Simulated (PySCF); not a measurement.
# 4-methylpyridine (Cc1ccncc1, C6H7N)

Molfile (atoms numbered from 1):
```
C6H7N
     RDKit          3D

 14 14  0  0  0  0  0  0  0  0999 V2000
    1.9584   -0.1205    0.1368 C   0  0  0  0  0  0  0  0  0  0  0  0
    0.4642   -0.0239    0.0786 C   0  0  0  0  0  0  0  0  0  0  0  0
   -0.1843    1.2051   -0.0788 C   0  0  0  0  0  0  0  0  0  0  0  0
   -1.5753    1.2389   -0.1566 C   0  0  0  0  0  0  0  0  0  0  0  0
   -2.3461    0.1569   -0.0880 N   0  0  0  0  0  0  0  0  0  0  0  0
   -1.7333   -1.0140    0.0649 C   0  0  0  0  0  0  0  0  0  0  0  0
   -0.3501   -1.1584    0.1535 C   0  0  0  0  0  0  0  0  0  0  0  0
    2.3764   -0.2471   -0.8758 H   0  0  0  0  0  0  0  0  0  0  0  0
    2.4053    0.7887    0.5637 H   0  0  0  0  0  0  0  0  0  0  0  0
    2.2842   -0.9832    0.7353 H   0  0  0  0  0  0  0  0  0  0  0  0
    0.3897    2.1337   -0.1380 H   0  0  0  0  0  0  0  0  0  0  0  0
   -2.0911    2.1989   -0.2786 H   0  0  0  0  0  0  0  0  0  0  0  0
   -2.3786   -1.8987    0.1242 H   0  0  0  0  0  0  0  0  0  0  0  0
    0.0891   -2.1512    0.2833 H   0  0  0  0  0  0  0  0  0  0  0  0
  1  2  1  0
  2  3  2  0
  3  4  1  0
  4  5  2  0
  5  6  1  0
  6  7  2  0
  7  2  1  0
  1  8  1  0
  1  9  1  0
  1 10  1  0
  3 11  1  0
  4 12  1  0
  6 13  1  0
  7 14  1  0
M  END
```

Method used: quadratic response CAM-B3LYP/def2-TZVPD first hyperpolarisability, Taylor convention, gas phase (PySCF). Geometry: PBE0-D3(BJ)/def2-SVP.

Q: Give the tensor of the second harmonic β(−2ω;ω,ω) at 1907 nm in the axes of these coordinates.

A: In au, Taylor convention; rows are the first index (the induced dipole):
|  | xx | yy | zz | xy | xz | yz |
| --- | --- | --- | --- | --- | --- | --- |
| x | +53.0 | -28.5 | -13.1 | -7.5 | +2.5 | +1.0 |
| y | -7.5 | +4.2 | +2.5 | -28.8 | +1.0 | -6.6 |
| z | +2.4 | -6.7 | +3.4 | +1.0 | -13.3 | +2.6 |

Norm of βᵢ = ⅓ Σⱼ (βᵢⱼⱼ + βⱼᵢⱼ + βⱼⱼᵢ): 11.1 au, hyper-Rayleigh value 24.4 au.
